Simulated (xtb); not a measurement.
xtb input:

```bash
xtb mol.xyz --gfnff --opt tight --chrg 0 --uhf 0
```
mol.xyz:
```
4

In     0.00000000    -0.00000000     0.00000000
F     -1.65023762    -1.00267583     0.05747087
F      0.02001512     1.78584197    -0.73641957
F      1.63022250    -0.78316614     0.67894870
```

Task: Predict the final energy.

Result: -0.31741 Eh (GFN-FF).
